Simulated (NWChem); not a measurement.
System: CH3AlI2; SMILES [CH3][Al]([I])[I]

Input file for NWChem:

```
start job
memory heap 200 mb stack 900 mb global 1100 mb
geometry units angstroms
  Al     0.839611    -0.250545     0.501771
  I     -1.176610    -1.768039     0.504958
  I      0.694643     1.912190    -0.789774
  C      2.491277    -0.746454     1.464002
  H      2.938960     0.109068     1.983354
  H      3.264821    -1.128195     0.787287
  H      2.316292    -1.528544     2.211975
end
basis spherical
  * library def2-svp
end
ecp
  I library def2-ecp
end
dft
  xc pbe0
  iterations 150
end
driver
  maxiter 120
end
task dft optimize
dft
  grid fine
  convergence energy 1d-8 density 1d-7
end
task dft freq numerical
```

def2 effective core potentials on I; no spin-orbit coupling.

The level has its own optimisation; frequencies are unscaled.

**Question.** Give the results of this calculation. (PBE0/def2-SVP with def2 effective core potentials on I.) Quantities: r Al–I (Å); r Al–C (Å); r C–H (Å); highest harmonic frequency (cm⁻¹); lowest (cm⁻¹); zero-point energy (kcal/mol).

**Answer.** 
| Property | Result |
|---|---|
| r Al–I (Å) | 2.473 |
| r Al–C (Å) | 1.940 |
| r C–H (Å) | 1.102 |
| highest harmonic frequency (cm⁻¹) | 3175 |
| lowest (cm⁻¹) | 2 |
| zero-point energy (kcal/mol) | 23.5 |
